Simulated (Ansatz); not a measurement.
InCl₂OH⁺, that is InCl2(OH) with one electron fewer. The state is a doublet with charge 1. Geometry PBE0-D4/def2-SVP, that of the neutral singlet; atoms count from 1.

```csv
atom,x (Å),y (Å),z (Å)
In1,0.184,-0.333,0.202
Cl2,1.298,-2.342,-0.112
Cl3,-0.235,0.416,2.371
O4,-0.398,0.724,-1.365
H5,-0.848,1.535,-1.096
```

In the def2 sets In takes a core potential; there is no spin–orbit coupling.

(1) Estimate the Mulliken populations from the PBE0/def2-TZVP orbitals of Ansatz.

(2) Where does the spin sit?

(3) And the Mayer bond orders between heavy atoms (over 0.3)?

Results:

(1) 
| atom | charge (e) | spin (α − β) |
| --- | --- | --- |
| In1 | 1.09 | -0.08 |
| Cl2 | -0.04 | 0.32 |
| Cl3 | -0.05 | 0.31 |
| O4 | -0.38 | 0.45 |
| H5 | 0.38 | -0.01 |
Mulliken values depend strongly on the basis.

(2) Summed by element: In -0.08, Cl 0.64, O 0.45, H -0.01, of 1 unpaired in all. Largest on single atoms: O4 0.45, Cl2 0.32, Cl3 0.31.

(3) In1–Cl2 1.00 (2.32 Å); In1–Cl3 0.99 (2.33 Å); In1–O4 0.87 (1.98 Å).
